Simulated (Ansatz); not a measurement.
Frontier orbitals of `C=[C]1[S][GaH]1`.

Cartesian coordinates in Å:
```
C -1.198 -0.775 0.196
C -0.052 -0.115 0.159
S 1.310 0.005 1.337
Ga 1.239 1.027 -0.619
H -1.898 -0.717 -0.630
H -1.476 -1.391 1.047
H 2.075 1.966 -1.490
```

The species carries charge 0 and has multiplicity 1. Correlated methods include outer-core shells of Ga, which these sets cover unevenly. Scalar relativity is left out up to krypton. All single points use the PBE0-D4/def2-TZVP geometry. Basis def2-TZVPP, Ansatz 0.2.0.

Orbital energies of one run (eV). Highest occupied ones, from the top: -5.55, -6.07, -7.65, -8.26, -10.04, -10.53, -11.60, -12.72, -17.16, -19.36, -20.77, -20.81, -20.87, -20.89. Empty: -2.79, -1.65, -0.95, -0.74, 0.27, 1.52.

**Question.** Which functional gave them?
A. PBE0
B. LDA (SPW92)
C. B3LYP
D. ωB97M-V

**Answer.** B. HOMO energies: LDA (SPW92) -5.55, PBE0 -6.34, ωB97M-V -8.38, B3LYP -6.13 eV.

B3LYP here is the variant with VWN-RPA as its local correlation; programs differ in this.
